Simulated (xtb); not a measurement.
A run for xtb: GFN2-xTB on CH5BOSe (SMILES COB[SeH]), a point of a torsion scan.

```
$ xtb mol.xyz --gfn 2 --sp --chrg 0 --uhf 0
9

C     -1.18273823    -0.72307903    -0.05596813
O     -0.49889816     0.29521870    -0.74666294
B      0.36688995     1.15704140    -0.26261553
Se     0.97570572     1.28874592     1.58527438
H     -0.47629869    -1.43555151     0.38091269
H     -1.81891976    -1.23955583    -0.77508020
H     -1.80359997    -0.30072498     0.74003467
H      0.82598730     1.93005585    -1.01038886
H      0.21431986     0.21150055     2.16939070
```

Output:

```
[...]
           -------------------------------------------------
          |                Calculation Setup                |
           -------------------------------------------------



           -------------------------------------------------
          |                 G F N 2 - x T B                 |
           -------------------------------------------------

        Reference                      10.1021/acs.jctc.8b01176
      * Hamiltonian:
        H0-scaling (s, p, d)           1.850000    2.230000    2.230000
        zeta-weighting                 0.500000
      * Dispersion:
        s8                             2.700000
        a1                             0.520000
        a2                             5.000000
        s9                             5.000000
      * Repulsion:
        kExp                           1.500000    1.000000
        rExp                           1.000000
      * Coulomb:
        alpha                          2.000000
        third order                    shell-resolved
        anisotropic                    true
        a3                             3.000000
        a5                             4.000000
        cn-shift                       1.200000
        cn-exp                         4.000000
        max-rad                        5.000000


          ...................................................
          :                      SETUP                      :
          :.................................................:
          :  # basis functions                  27          :
          :  # atomic orbitals                  26          :
          :  # shells                           14          :
          :  # electrons                        24          :
          :  max. iterations                   250          :
          :  Hamiltonian                  GFN2-xTB          :
          :  restarted?                      false          :
          :  GBSA solvation                  false          :
          :  PC potential                    false          :
          :  electronic temp.          300.0000000     K    :
          :  accuracy                    1.0000000          :
          :  -> integral cutoff          0.2500000E+02      :
          :  -> integral neglect         0.1000000E-07      :
          :  -> SCF convergence          0.1000000E-05 Eh   :
          :  -> wf. convergence          0.1000000E-03 e    :
          :  Broyden damping             0.4000000          :
          :  net charge                          0          :
          :  unpaired electrons                  0          :
          ...................................................

 iter      E             dE          RMSdq      gap      omega  full diag
   1    -13.1102878 -0.131103E+02  0.801E+00    5.60       0.0  T
   2    -13.2749998 -0.164712E+00  0.634E+00    3.70       1.0  T
   3    -13.3090345 -0.340348E-01  0.351E+00    4.70       1.0  T
   4    -13.2938837  0.151508E-01  0.251E+00    4.08       1.0  T
   5    -13.3170242 -0.231404E-01  0.351E-01    4.61       1.0  T
   6    -13.3170195  0.469468E-05  0.159E-01    4.63       1.0  T
   7    -13.3170406 -0.211025E-04  0.478E-02    4.61       1.0  T
   8    -13.3170379  0.266163E-05  0.562E-02    4.59       1.0  T
   9    -13.3170472 -0.925293E-05  0.129E-02    4.61       2.6  T
  10    -13.3170481 -0.897835E-06  0.392E-03    4.61       8.5  T
  11    -13.3170481 -0.345118E-07  0.465E-04    4.61      71.7  T
  12    -13.3170481  0.299470E-08  0.837E-04    4.61      39.8  T

   *** convergence criteria satisfied after 12 iterations ***

         #    Occupation            Energy/Eh            Energy/eV
      -------------------------------------------------------------
         1        2.0000           -0.7396527             -20.1270
       ...           ...                  ...                  ...
         6        2.0000           -0.5652714             -15.3818
         7        2.0000           -0.5033667             -13.6973
         8        2.0000           -0.4791307             -13.0378
         9        2.0000           -0.4742098             -12.9039
        10        2.0000           -0.4604597             -12.5297
        11        2.0000           -0.4154855             -11.3059
        12        2.0000           -0.3861559             -10.5078 (HOMO)
        13                         -0.2168459              -5.9007 (LUMO)
        14                         -0.1877047              -5.1077
        15                         -0.0758541              -2.0641
        16                         -0.0166303              -0.4525
        17                          0.0136948               0.3727
       ...                                ...                  ...
        26                          0.9645819              26.2476
      -------------------------------------------------------------
                  HL-Gap            0.1693100 Eh            4.6072 eV
             Fermi-level           -0.3015009 Eh           -8.2043 eV

 SCC (total)                   0 d,  0 h,  0 min,  0.009 sec
 SCC setup                      ...        0 min,  0.000 sec (  1.218%)
 Dispersion                     ...        0 min,  0.000 sec (  0.550%)
 classical contributions        ...        0 min,  0.000 sec (  0.360%)
 integral evaluation            ...        0 min,  0.002 sec ( 17.088%)
 iterations                     ...        0 min,  0.005 sec ( 51.270%)
 molecular gradient             ...        0 min,  0.002 sec ( 27.718%)
 printout                       ...        0 min,  0.000 sec (  1.624%)

         :::::::::::::::::::::::::::::::::::::::::::::::::::::
         ::                     SUMMARY                     ::
         :::::::::::::::::::::::::::::::::::::::::::::::::::::
         :: total energy             -13.216730270689 Eh    ::
         :: gradient norm              0.000042268781 Eh/a0 ::
         :: HOMO-LUMO gap              4.607160648524 eV    ::
         ::.................................................::
         :: SCC energy               -13.317046015723 Eh    ::
         :: -> isotropic ES            0.043167293731 Eh    ::
         :: -> anisotropic ES          0.000073112547 Eh    ::
         :: -> anisotropic XC          0.001127998603 Eh    ::
         :: -> dispersion             -0.004450558418 Eh    ::
         :: repulsion energy           0.100315745034 Eh    ::
         :: add. restraining           0.000000000000 Eh    ::
         :: total charge              -0.000000000000 e     ::
         :::::::::::::::::::::::::::::::::::::::::::::::::::::

           -------------------------------------------------
          |                Property Printout                |
           -------------------------------------------------

    * Orbital Energies and Occupations

         #    Occupation            Energy/Eh            Energy/eV
      -------------------------------------------------------------
         1        2.0000           -0.7396527             -20.1270
         2        2.0000           -0.7252075             -19.7339
         3        2.0000           -0.6568850             -17.8748
         4        2.0000           -0.5894783             -16.0405
         5        2.0000           -0.5678364             -15.4516
         6        2.0000           -0.5652714             -15.3818
         7        2.0000           -0.5033667             -13.6973
         8        2.0000           -0.4791307             -13.0378
         9        2.0000           -0.4742098             -12.9039
        10        2.0000           -0.4604597             -12.5297
        11        2.0000           -0.4154855             -11.3059
        12        2.0000           -0.3861559             -10.5078 (HOMO)
        13                         -0.2168459              -5.9007 (LUMO)
        14                         -0.1877047              -5.1077
        15                         -0.0758541              -2.0641
        16                         -0.0166303              -0.4525
        17                          0.0136948               0.3727
        18                          0.0531482               1.4462
        19                          0.0941829               2.5628
        20                          0.1377919               3.7495
        21                          0.1727817               4.7016
        22                          0.1942914               5.2869
        23                          0.3747603              10.1977
       ...                                ...                  ...
        26                          0.9645819              26.2476
      -------------------------------------------------------------
                  HL-Gap            0.1693100 Eh            4.6072 eV
             Fermi-level           -0.3015009 Eh           -8.2043 eV

     #   Z          covCN         q      C6AA      α(0)
     1   6 C        3.636     0.034    20.374     6.495
     2   8 O        1.640    -0.293    18.901     5.869
     3   5 B        2.639     0.378    16.289     6.811
     4  34 Se       1.825    -0.354   247.900    27.436
     5   1 H        0.924     0.053     2.283     2.363
     6   1 H        0.924     0.066     2.132     2.283
     7   1 H        0.924     0.053     2.283     2.363
     8   1 H        0.939    -0.089     5.201     3.565
     9   1 H        0.925     0.154     1.367     1.828

 Mol. C6AA /au·bohr⁶  :       1326.268864
 Mol. C8AA /au·bohr⁸  :      52357.491062
 Mol. α(0) /au        :         59.012499


Wiberg/Mayer (AO) data.
largest (>0.10) Wiberg bond orders for each atom

 ---------------------------------------------------------------------------
     #   Z sym  total        # sym  WBO       # sym  WBO       # sym  WBO
 ---------------------------------------------------------------------------
     1   6 C    3.939 --     6 H    0.980     5 H    0.974     7 H    0.974
                             2 O    0.970
     2   8 O    2.380 --     3 B    1.339     1 C    0.970
     3   5 B    3.376 --     2 O    1.339     4 Se   1.032     8 H    0.956
     4  34 Se   2.054 --     3 B    1.032     9 H    0.952
     5   1 H    0.997 --     1 C    0.974
     6   1 H    0.996 --     1 C    0.980
     7   1 H    0.997 --     1 C    0.974
     8   1 H    0.992 --     3 B    0.956
     9   1 H    0.976 --     4 Se   0.952
 ---------------------------------------------------------------------------

Topologies differ in total number of bonds
Writing topology from bond orders to xtbtopo.mol

molecular dipole:
                 x           y           z       tot (Debye)
 q only:       -0.724      -0.841      -0.022
   full:       -0.910      -0.936      -0.416       3.483
molecular quadrupole (traceless):
                xx          xy          yy          xz          yz          zz
 q only:        1.063      -0.724      -0.215      -2.856      -2.707      -0.847
  q+dip:        2.475      -1.742       1.407      -4.931      -4.101      -3.883
   full:        2.330      -1.550       1.438      -5.047      -4.361      -3.768


           -------------------------------------------------
          | TOTAL ENERGY              -13.216730270689 Eh   |
          | GRADIENT NORM               0.000042268781 Eh/α |
          | HOMO-LUMO GAP               4.607160648524 eV   |
           -------------------------------------------------

------------------------------------------------------------------------
------------------------------------------------------------------------
 total:
 SCF:
Note: The following floating-point exceptions are signalling: IEEE_UNDERFLOW_FLAG IEEE_DENORMAL
normal termination of xtb
```

The run finished.

Cost: very roughly 0.04 core-seconds.
